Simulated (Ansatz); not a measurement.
(HBe-mu-NH2)2 (Be2N2H6). Total charge 0; triplet. Geometry PBE0-D4/def2-TZVP, that of the neutral singlet; atoms count from 1.

```xyz
10

Be    0.1091    0.9662   -0.5611
H     0.3374    1.9125   -1.5065
N    -1.2162   -0.0216   -0.2238
Be   -0.0009   -1.0975    0.2361
H     0.1049   -2.4491    0.1783
N     1.1261    0.1310    0.4945
H    -1.8976   -0.2586   -0.9312
H    -1.7454    0.3154    0.5757
H     2.1088    0.0026    0.2977
H     1.0738    0.4992    1.4403
```

At PBE0-D4/def2-TZVP a singlet of charge 0 lies 5.24 eV below the triplet at the same geometry.

Problem. Estimate the Mulliken populations from the PBE0/def2-TZVP orbitals of Ansatz.

Solution. 
| atom | charge (e) | spin (α − β) |
| --- | --- | --- |
| Be1 | -0.21 | 0.62 |
| H2 | 0.02 | 0.27 |
| N3 | -0.32 | 0.11 |
| Be4 | -0.21 | 0.62 |
| H5 | 0.02 | 0.27 |
| N6 | -0.32 | 0.11 |
| H7 | 0.24 | 0.00 |
| H8 | 0.26 | -0.01 |
| H9 | 0.24 | 0.00 |
| H10 | 0.26 | -0.01 |
Mulliken values depend strongly on the basis.

Problem. Where does the spin sit?

Solution. Summed by element: Be 1.25, H 0.53, N 0.23, of 2 unpaired in all. Largest on single atoms: Be1 0.62, Be4 0.62, H2 0.27.

Problem. And the Mayer bond orders between heavy atoms (over 0.3)?

Solution. Be1–N3 0.79 (1.69 Å); Be1–Be4 0.70 (2.22 Å); Be1–N6 0.79 (1.69 Å); N3–Be4 0.79 (1.69 Å); Be4–N6 0.79 (1.69 Å).
